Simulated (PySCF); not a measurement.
Input of a run (PBE0-D3(BJ)/def2-SVP geometry optimisation, gas phase (PySCF 2.14.0)), started from GFN2-xTB:
```
{"job": {"xc": "PBE0", "basis": "def2-SVP", "d3": "d3bj", "grid": 1, "shake": 0.01, "kind": "geom"}, "charge": 0, "multiplicity": 1}
C     -2.241340     0.022470     0.041400
C     -0.829510    -0.066290     0.022740
C      0.357680    -0.163770     0.005640
Si     2.243610    -0.241060    -0.016380
Br     2.940250     1.840690    -0.326900
H     -2.705480    -0.751010    -0.555350
H     -2.553460     1.004260    -0.385750
H     -2.616610    -0.015260     1.054900
H      2.700990    -0.986100    -1.141080
H      2.754300    -0.664870     1.279720
```

Output (energies in Eh, forces in Eh/bohr):
```
step   0  E = -2979.91458884  max force = 0.086984
step   1  E = -2979.91990258  max force = 0.012132
step   2  E = -2979.92138063  max force = 0.007244
step   3  E = -2979.92195098  max force = 0.003322
step   4  E = -2979.92220074  max force = 0.002031
step   5  E = -2979.92243468  max force = 0.002418
step   6  E = -2979.92250783  max force = 0.000971
step   7  E = -2979.92251966  max force = 0.000260
optimisation converged
```

Task: Summarise the run.

Result: The energy falls by 5.0 kcal/mol over 8 energy and gradient evaluations, the largest force component goes from 0.0870 to 2.6e-04 Eh/bohr, and the atoms move by 0.056 Å rms after alignment. The bond that changes most is C3–Si4 (alkyne carbon to SiH2 silicon), which shortens by 0.072 Å. Bonds longer at the end by more than 0.005 Å: 7 of 9; shorter: 2. Among the angles that change most is H9–Si4–H10, from 116.0° to 110.4°. The energy never rose by more than 1e-6 Eh on the way. The first step brought 67 % of the lowering.

Task: What are the final bond lengths?

Result: C1–C2 1.449 Å, C2≡C3 1.219 Å, C3–Si4 1.815 Å, Si4–Br5 2.231 Å, C1–H6 1.101 Å, C1–H7 1.101 Å, C1–H8 1.101 Å, Si4–H9 1.488 Å, Si4–H10 1.488 Å. Numbering counts from 1 in the input's order; the species is `CC#C[SiH2]Br`.

The run used 117 basis functions and 55 SCF cycles in all.

Stationary, but not proved a minimum.
